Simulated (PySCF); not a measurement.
Vertical excitation energies

2-propyl-1,3-dioxolane, C6H12O2.
SMILES: `C(C1OCCO1)CC`

Theory: PySCF, TDDFT CAM-B3LYP/def2-SVPD, vertical, gas phase, core orbitals frozen in the response. One conformer (not necessarily the lowest) at the PBE0-D3(BJ)/def2-SVP geometry, without solvent, vibrations or thermal averaging.

Task: What does the calculation give for the low-lying excited states?

Result: 

```csv
state,E (eV),E (kJ/mol),λ (nm),f,"main configurations (H = HOMO, L = LUMO)"
S1,7.47,721,165.9,0.030,H→L (76%)
S2,7.56,729,164.0,0.0050,H-1→L (76%)
S3,8.18,790,151.5,0.013,"H→L+2 (48%), H→L+1 (28%)"
S4,8.24,795,150.4,0.0080,"H-1→L+4 (28%), H-1→L+1 (19%), H-1→L+2 (15%)"
S5,8.32,803,149.0,0.091,"H→L+4 (45%), H→L+1 (18%), H-1→L+2 (10%)"
S6,8.46,817,146.5,0.013,"H-1→L+2 (39%), H-1→L+4 (20%), H→L+3 (15%)"
S7,8.51,821,145.6,0.024,"H→L+3 (43%), H-1→L+3 (15%), H-1→L+4 (12%)"
S8,8.65,835,143.3,0.018,"H→L+1 (30%), H→L+6 (22%), H→L+4 (11%)"
S9,8.68,837,142.9,0.010,"H-1→L+3 (56%), H-1→L+4 (8%)"
S10,8.99,868,137.9,0.0039,"H-2→L+1 (60%), H-2→L (25%)"
```

Triplets (Tamm–Dancoff): T1 7.25 eV, H→L (71%); T2 7.37 eV, H-1→L (73%); T3 7.93 eV, H-1→L+4 (29%), H-1→L+1 (10%), H→L+1 (9%); T4 8.01 eV, H→L+2 (55%), H→L+1 (9%).

The lowest singlet lies at 7.47 eV (166 nm, vacuum ultraviolet) and is of moderate strength; its leading configuration is HOMO→LUMO (76%). The most intense listed level is S5 at 8.32 eV (149 nm, f = 0.091), 0.85 eV above S1. Löwdin shares by element: HOMO oxygen 54%, carbon 13% or more, hydrogen 10% or more (atoms not listed hold the other 23%); LUMO carbon 33% or more, hydrogen 15% or more (atoms not listed hold the other 52%). Orbital energies (eV): HOMO-3 -10.92, HOMO-2 -10.51, HOMO-1 -9.34, HOMO -9.09, LUMO 1.39, LUMO+1 1.66, LUMO+2 2.04. Of the 10 states listed, 7 reach f = 0.01 and none stays under 0.0005. The oscillator strengths of these states sum to 0.215; summed over the whole spectrum of an exact calculation they would give the number of electrons, 64 (Thomas–Reiche–Kuhn). The vertical ionisation energy (ΔSCF) is 9.90 eV, 0.90 eV above S10. Singlets were solved by full linear response, triplets in the Tamm–Dancoff approximation.
